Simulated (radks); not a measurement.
Question: These are the eigenvalues of the occupied orbitals of an atom or ion with whole-number occupations (Ry). Method: Dirac Kohn-Sham, SOGGA, spin-unpolarised, spherical densities, point nucleus; computed with a radial shooting solver on a logarithmic mesh with Libxc functionals.

1s1/2: -477.6393
2s1/2: -60.20560
2p1/2: -52.39607
2p3/2: -51.62965
3s1/2: -11.38006
3p1/2: -9.09508
3p3/2: -8.99019
3d3/2: -5.32463
3d5/2: -5.31150
4d3/2: -1.97813
4d5/2: -1.97611

Which element is it, and in what charge state? The configuration may be excited. Open shells, if any, are shared by 2j + 1.

Answer: Z = 25, manganese, charge +4: Mn4+ in [Ne] 3s1 3p6 3d3 4d1. The list shows which subshells hold electrons but not how many an open one holds; the 1s level, -238.82 hartree, gives Z - s = 21.9 by -(Z - s)^2/2, which with screening and relativity narrows Z to a few neighbours, and the depths of the outer levels then fix element, charge and occupations together.
